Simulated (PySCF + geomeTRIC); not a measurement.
All values below come from PySCF + geomeTRIC with TPSSh-D3(BJ)/def2-TZVP. fastk is a local helper that only speeds up exchange builds. No frequencies were computed at this level.

```python
import json, numpy as np
from pyscf import gto, dft
from fastk import lowrank_exchange
atoms = """
O     -1.905550    -0.716433     1.029308
C     -1.272585     0.237656     0.205038
C      0.032493    -0.258123    -0.374960
C      1.262404    -0.283171     0.482757
C      1.149486     0.707257    -0.634104
H     -1.998738    -1.538725     0.535882
H     -1.948878     0.541665    -0.610302
H     -1.097359     1.102871     0.848122
H     -0.090382    -1.071410    -1.083002
H      1.949645    -1.108233     0.373715
H      1.173411     0.078386     1.495361
H      1.756432     0.563884    -1.515008
H      0.989624     1.744376    -0.381877
"""
def scf(charge, spin, dm0=None):
    mol = gto.M(atom=atoms, basis='def2-tzvp', ecp={}, charge=charge, spin=spin, verbose=3, max_memory=5040)
    mf = dft.KS(mol, xc='tpssh').density_fit(auxbasis="def2-universal-jkfit")
    mf.disp = 'd3bj'
    mf.grids.level = 3
    mf.conv_tol = 1e-8
    mf.max_cycle = 60
    mf.kernel(dm0)
    if not mf.converged:
        mf = mf.newton().run(mf.mo_coeff, mf.mo_occ).undo_soscf()
    return mf
mf = scf(0, 0)
from pyscf.geomopt.geometric_solver import kernel as optimize
path = []
done, mol = optimize(mf, maxsteps=80, assert_convergence=False, callback=lambda env: path.append((env["energy"], bool(env["g_scanner"].converged))))
res = dict(converged=bool(done and path[-1][1]), energy=path[-1][0], path=[e for e, c in path], xyz=mol.atom_coords(unit="Angstrom").tolist(), nao=mol.nao)
json.dump(res, open("result.json", "w"))
```

Output:

```
converged SCF energy = -232.537369971915
Geometry optimization cycle 1
converged SCF energy = -232.537369972946
cycle 1: E = -232.537369973  dE = -232.537  norm(grad) = 0.0191388
Geometry optimization cycle 2
converged SCF energy = -232.537752261809
cycle 2: E = -232.537752262  dE = -0.000382289  norm(grad) = 0.00717797
Geometry optimization cycle 3
converged SCF energy = -232.537809199576
cycle 3: E = -232.5378092  dE = -5.69378e-05  norm(grad) = 0.00259716
Geometry optimization cycle 4
converged SCF energy = -232.537819751855
cycle 4: E = -232.537819752  dE = -1.05523e-05  norm(grad) = 0.000747607
Geometry optimization cycle 5
converged SCF energy = -232.537822390463
cycle 5: E = -232.53782239  dE = -2.63861e-06  norm(grad) = 0.000706293
Geometry optimization cycle 6
converged SCF energy = -232.537825744205
cycle 6: E = -232.537825744  dE = -3.35374e-06  norm(grad) = 0.000889582
Geometry optimization cycle 7
converged SCF energy = -232.537827700365
cycle 7: E = -232.5378277  dE = -1.95616e-06  norm(grad) = 0.000752012
Geometry optimization cycle 8
converged SCF energy = -232.537828577244
cycle 8: E = -232.537828577  dE = -8.76879e-07  norm(grad) = 0.000394905
Geometry optimization cycle 9
converged SCF energy = -232.537828776613
cycle 9: E = -232.537828777  dE = -1.99369e-07  norm(grad) = 0.000159139
<class 'geometric.internal.Distance'> : 13
<class 'geometric.internal.Angle'> : 25
<class 'geometric.internal.Dihedral'> : 36
<class 'geometric.internal.TranslationX'> : 1
<class 'geometric.internal.TranslationY'> : 1
<class 'geometric.internal.TranslationZ'> : 1
<class 'geometric.internal.RotationA'> : 1
<class 'geometric.internal.RotationB'> : 1
<class 'geometric.internal.RotationC'> : 1
Step    0 : Gradient = 5.308e-03/1.185e-02 (rms/max) Energy = -232.5373699729
Step    1 : Displace = 1.292e-02/2.634e-02 (rms/max) Trust = 1.000e-01 (=) Grad = 1.991e-03/4.543e-03 (rms/max) E (change) = -232.5377522618 (-3.823e-04) Quality = 1.132
Step    2 : Displace = 5.239e-03/9.184e-03 (rms/max) Trust = 1.414e-01 (+) Grad = 7.203e-04/1.490e-03 (rms/max) E (change) = -232.5378091996 (-5.694e-05) Quality = 1.233
Step    3 : Displace = 3.165e-03/7.258e-03 (rms/max) Trust = 2.000e-01 (+) Grad = 2.073e-04/3.312e-04 (rms/max) E (change) = -232.5378197519 (-1.055e-05) Quality = 1.139
Step    4 : Displace = 1.854e-03/4.977e-03 (rms/max) Trust = 2.828e-01 (+) Grad = 1.959e-04/4.288e-04 (rms/max) E (change) = -232.5378223905 (-2.639e-06) Quality = 1.453
Step    5 : Displace = 3.710e-03/1.025e-02 (rms/max) Trust = 3.000e-01 (+) Grad = 2.467e-04/5.307e-04 (rms/max) E (change) = -232.5378257442 (-3.354e-06) Quality = 1.252
Step    6 : Displace = 3.258e-03/9.050e-03 (rms/max) Trust = 3.000e-01 (=) Grad = 2.086e-04/5.030e-04 (rms/max) E (change) = -232.5378277004 (-1.956e-06) Quality = 1.167
Step    7 : Displace = 2.037e-03/5.621e-03 (rms/max) Trust = 3.000e-01 (=) Grad = 1.095e-04/2.571e-04 (rms/max) E (change) = -232.5378285772 (-8.769e-07) Quality = 0.957
Step    8 : Displace = 5.293e-04/1.217e-03 (rms/max) Trust = 3.000e-01 (=) Grad = 4.414e-05/1.013e-04 (rms/max) E (change) = -232.5378287766 (-1.994e-07) Quality = 0.744
Converged! =D
```

Cost: around 5 core-minutes (rough).
